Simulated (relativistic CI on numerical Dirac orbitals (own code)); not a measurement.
**Calculated levels, Sb31+**

Calculated at this level of theory: Dirac-Coulomb-Breit CI, KLI orbitals optimised for each configuration, QED by a radiative potential, unscaled Slater integrals (own radial code, finite nucleus).

Configuration list (outside the closed core [Ne]): 3s²3p⁶3d², 3s²3p⁵3d³, 3s3p⁶3d³, 3s²3p⁶3d4s, 3s²3p⁶3d4p, 3s²3p⁶3d4d, 3s²3p⁵3d²4s, 3s²3p⁶3d4f, 3s²3p⁵3d²4p, 3s²3p⁵3d²4d, 3s3p⁶3d²4s, 3s²3p⁶4s², 3p⁶3d³4p, 3s3p⁶3d²4p, 3s²3p⁶4s4p, 3s²3p⁶3d5s, 3s²3p⁶3d5d, 3s²3p⁶3d5g, 3p⁶3d⁴, 3p⁵3d⁵, 3p⁵3d⁴4s, 3p⁶3d³4s, 3p⁵3d³4s², 3s²3p⁶4p², 3s²3p⁵4s4p², 3s²3p⁶4s4d, 3s²3p⁵4s²4d, 3s3p⁶3d4s², 3s3p⁶4s²4p, 3s3p⁶4s²4d. Double excitations out of closed p, d and f shells are left out; levels of such configurations are missing from the list, as are those of other unlisted configurations, and high levels can miss mixing partners. These lack a partner that the ground configuration has and come out too high: 3s²3p⁵3d²4p, 3s²3p⁵3d²4d.

The lowest level is 3s²3p⁶3d² ³F2, with 84 % of that term; Hund's rules for 3s²3p⁶3d² give ³F with J = 2, in agreement.

| No. | Configuration | Term | J | E (cm⁻¹) | % | Next component (%) | Landé g |
| --- | --- | --- | --- | --- | --- | --- | --- |
| 1 | 3s²3p⁶3d² | ³F | 2 | 0 | 84 | 14 ¹D | 0.719 |
| 2 | 3s²3p⁶3d² | ³F | 3 | 84578 | 100 |  | 1.079 |
| 3 | 3s²3p⁶3d² | ³P | 0 | 101050 | 87 | 13 ¹S |  |
| 4 | 3s²3p⁶3d² | ³F | 4 | 137856 | 72 | 28 ¹G | 1.175 |
| 5 | 3s²3p⁶3d² | ³P | 2 | 140109 | 45 | 42 ¹D | 1.182 |
| 6 | 3s²3p⁶3d² | ³P | 1 | 158291 | 100 |  | 1.497 |
| 7 | 3s²3p⁶3d² | ¹G | 4 | 226764 | 72 | 28 ³F | 1.066 |
| 8 | 3s²3p⁶3d² | ³P | 2 | 247945 | 53 | 43 ¹D | 1.251 |
| 9 | 3s²3p⁶3d² | ¹S | 0 | 390502 | 87 | 13 ³P |  |
| 10 | 3s²3p⁵3d³ | ⁵F° | 2 | 1298132 | 36 | 24 ⁵D° | 1.141 |
| 11 | 3s²3p⁵3d³ | ⁵D° | 1 | 1304260 | 49 | 27 ⁵F° | 0.969 |
| 12 | 3s²3p⁵3d³ | ⁵D° | 0 | 1322481 | 88 | 12 ³P° |  |
| 13 | 3s²3p⁵3d³ | ⁵F° | 3 | 1334249 | 48 | 19 ⁵D° | 1.215 |
| 14 | 3s²3p⁵3d³ | ⁵F° | 4 | 1369679 | 48 | 28 ⁵G° | 1.282 |
| 15 | 3s²3p⁵3d³ | ⁵S° | 2 | 1375825 | 53 | 15 ⁵P° | 1.777 |
| 16 | 3s²3p⁵3d³ | ⁵D° | 3 | 1378459 | 32 | 16 ³G° | 1.195 |
| 17 | 3s²3p⁵3d³ | ³F° | 2 | 1393984 | 38 | 32 ⁵D° | 1.062 |
| 18 | 3s²3p⁵3d³ | ⁵D° | 1 | 1402187 | 38 | 33 ³D° | 0.789 |
| 19 | 3s²3p⁵3d³ | ⁵G° | 5 | 1404382 | 43 | 34 ⁵F° | 1.273 |
| 20 | 3s²3p⁵3d³ | ⁵D° | 4 | 1418378 | 43 | 29 ³F° | 1.299 |
| 21 | 3s²3p⁵3d³ | ³G° | 3 | 1422607 | 44 | 34 ³F° | 0.988 |
| 22 | 3s²3p⁵3d³ | ⁵G° | 6 | 1433057 | 50 | 37 ³H° | 1.224 |
| 23 | 3s²3p⁵3d³ | ³G° | 4 | 1453478 | 41 | 13 ³F° | 1.103 |
| 24 | 3s²3p⁵3d³ | ³P° | 0 | 1465086 | 60 | 29 ¹S° |  |
| 25 | 3s²3p⁵3d³ | ³D° | 3 | 1471269 | 25 | 24 ⁵D° | 1.227 |
| 26 | 3s²3p⁵3d³ | ³D° | 2 | 1473626 | 25 | 19 ¹D° | 1.236 |
| 27 | 3s²3p⁵3d³ | ³P° | 1 | 1480917 | 35 | 34 ³S° | 1.588 |
| 28 | 3s²3p⁵3d³ | ³G° | 5 | 1487901 | 37 | 27 ⁵F° | 1.235 |
| 29 | 3s²3p⁵3d³ | ³F° | 2 | 1493866 | 31 | 28 ³D° | 1.108 |
| 30 | 3s²3p⁵3d³ | ³G° | 4 | 1497536 | 44 | 19 ⁵D° | 1.123 |

Energies count from the lowest computed level; ° marks odd parity.

The mean weight of the leading LS term, summed over parents, in these 30 levels is 54 %, and that of the leading jj configuration (from the same eigenvectors) 76 %, so jj coupling describes them better and the LS labels are nominal.

At this charge energies of transitions that change n are usually good to better than 1 %, and those within a shell (Δn = 0) to a few per cent. Terms inside the open d or f shell come out 10 to 20 % too wide with unscaled integrals.

LS names give the leading component of a level, which can be under half, so a name can repeat, a term be missing and a line seem to break the LS rules.
